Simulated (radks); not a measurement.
Species: Sn. Configuration: [Kr] 4d10 5s2 5p1 6s1 (not the ground configuration). Method: Dirac Kohn-Sham, PBE, spin-unpolarised, spherical densities, finite nucleus; open shells fill j = l - 1/2 first; Fermi nuclear charge, rms radius 4.6519 fm; computed with a radial shooting solver on a logarithmic mesh with Libxc functionals. Some entries of the table are withheld. Estimate them.

orbital,occ.,eigenvalue (hartree),<r^2> (bohr^2)
1s1/2,2,-1065.619,0.001143
2s1/2,2,-160.9374,0.01851
2p1/2,2,-150.3404,0.01376
2p3/2,4,-141.8647,0.01507
3s1/2,2,-31.16587,0.1316
3p1/2,2,-26.86064,(1)
3p3/2,4,-25.31294,(2)
3d3/2,4,-17.70418,0.1160
3d5/2,6,-17.38472,0.1186
4s1/2,2,-5.05064,0.7586
4p1/2,2,-3.61960,0.8567
4p3/2,4,-3.34151,0.9167
4d3/2,4,-1.10447,1.409
4d5/2,6,-1.06615,1.447
5s1/2,2,-0.49890,(3)
5p1/2,1,(4),(5)
5p3/2,0,(6),(7)
6s1/2,1,-0.06317,57.64
6p1/2,0,-0.02857,(8)
6p3/2,0,-0.02668,(9)
5d3/2,0,-0.01705,82.66
5d5/2,0,-0.01679,83.76

Answer. 
(1) 3p1/2 <r^2> (bohr^2): 0.1265
(2) 3p3/2 <r^2> (bohr^2): 0.1350
(3) 5s1/2 <r^2> (bohr^2): 6.130
(4) 5p1/2 eigenvalue (hartree): -0.24037
(5) 5p1/2 <r^2> (bohr^2): 9.857
(6) 5p3/2 eigenvalue (hartree): -0.22056
(7) 5p3/2 <r^2> (bohr^2): 10.76
(8) 6p1/2 <r^2> (bohr^2): 97.04
(9) 6p3/2 <r^2> (bohr^2): 102.3
